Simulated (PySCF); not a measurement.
An element was calculated at PBE (PySCF 2.14, ECP, a triple-zeta basis, no spin-orbit coupling), in the ground configurations that NIST lists.

* first ionisation energy: 12.328 eV
* second ionisation energy: 21.054 eV
* third ionisation energy: 30.477 eV
* polarisability of the atom: 28.6 bohr³

Task: Which element is it?

Result: Xenon (Xe, Z = 54), in aug-cc-pVTZ-PP with ECP28MDF. NIST lists 12.130, 20.975, 31.05 ± 0.04 eV for these ionisation energies.
